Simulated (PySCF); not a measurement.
Excitation energy of Sr by level of theory

Sr [Kr] 5s2 (1S) → Sr [Kr] 5s1 6s1 (3S), as a difference of total energies. All numbers are calculated (PySCF 2.14, scalar relativity by spin-free X2C-1e, in aug-cc-pVDZ-X2C (7s6p4d, 45 functions)). Correlated levels: valence: [Kr] frozen. The calculations carry no spin-orbit coupling.

```csv
method,excitation energy (cm⁻¹),error (cm⁻¹)
UHF,22799,-6240
LDA,29761,+722
PBE,28481,-558
PBE0,28029,-1010
r2SCAN,27182,-1857
LC-wPBE,27186,-1853
wB97M-V,29624,+585
M06-2X,30390,+1352
wB97X,31190,+2151
MP2 (valence),25900,-3139
SCS-MP2 (valence),26890,-2149
```

Reference: 29039 cm⁻¹ (measured; NIST levels).

Errors of the correlated levels include the incompleteness of this basis and the frozen core.
